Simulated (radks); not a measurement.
The numbers below are computed, except where a source is named.
Valence configurations of Ga II (all share [Ar]). Code: a radial shooting solver on a logarithmic mesh with Libxc functionals. Model: Dirac Kohn-Sham, BLYP, spin-unpolarised, spherical densities, finite nucleus; open shells fill j = l - 1/2 first; Fermi nuclear charge, rms radius 3.9973 fm. Energies are relative to 3d10 4s2; eigenvalues in eV.

valence          E (eV)  e(3d3/2)  e(3d5/2)  e(4p1/2)  e(4s1/2)
3d10 4s2          0.000   -27.606   -27.143         -   -16.366
3d10 4s1 4p1      7.259   -29.355   -28.891   -10.042   -17.418
3d10 4p2         14.746   -30.984   -30.518   -10.779         -
3d9.5 4s1 4p1.5  17.570   -33.877   -33.395   -10.967   -18.793
3d9 4s2 4p1      21.556   -36.996   -36.499   -11.171   -19.235
3d9 4s1.5 4p1.5  25.613   -37.794   -37.296   -11.528   -19.691
3d9 4s1 4p2      29.719   -38.569   -38.070   -11.871   -20.130
3d8 4s2 4p2      50.893   -46.991   -46.459   -13.005   -21.925

NIST lists [Ar] 3d10 4s2 as the ground configuration; this level of theory agrees among the configurations tried. The energies are those of spherical spin-averaged densities, not of single terms.
